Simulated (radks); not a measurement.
All-electron atom: neutral aluminium in [Ne] 3s2 3p1 (the NIST ground configuration).

Calculated with a radial shooting solver on a logarithmic mesh with Libxc functionals: Dirac Kohn-Sham, PBE, spin-unpolarised, spherical densities, finite nucleus; open shells are shared between the two j in proportion to 2j + 1; Fermi nuclear charge, rms radius 3.061 fm.

Energy parts (eV):
total: -6603.789
kinetic: 6618.198
electron-nucleus: -15795.268
Hartree: 3074.880
exchange-correlation: -501.600

Orbitals (lengths in bohr, moments of r in powers of bohr; r(max) is where P^2 peaks):
| orbital | occ. | eigenvalue (eV) | <r> | <r^4> | r(max) |
|---|---|---|---|---|---|
| 1s1/2 | 2 | -1511.045 | 0.1202 | 0.0009828 | 0.07835 |
| 2s1/2 | 2 | -108.1567 | 0.6260 | 0.4159 | 0.4966 |
| 2p1/2 | 2 | -69.9286 | 0.6019 | 0.4889 | 0.4276 |
| 2p3/2 | 4 | -69.4873 | 0.6042 | 0.4957 | 0.4292 |
| 3s1/2 | 2 | -7.7527 | 2.543 | 99.48 | 2.087 |
| 3p1/2 | 0.333333 | -2.7229 | 3.442 | 404.4 | 2.634 |
| 3p3/2 | 0.666667 | -2.7066 | 3.451 | 408.9 | 2.641 |

The highest occupied level is 3p3/2 at -2.707 eV. For comparison, the ionisation energy in NIST's Atomic Spectra Database is 5.986 eV (measured). In exact Kohn-Sham theory the highest level is minus the ionisation energy, but local and semilocal functionals leave it too shallow, through self-interaction and a potential that decays too fast; potentials with the right tail come closer.

Beside tabulated values, note that spin-unpolarised runs miss the spin-polarisation part of the exchange energy of open shells.
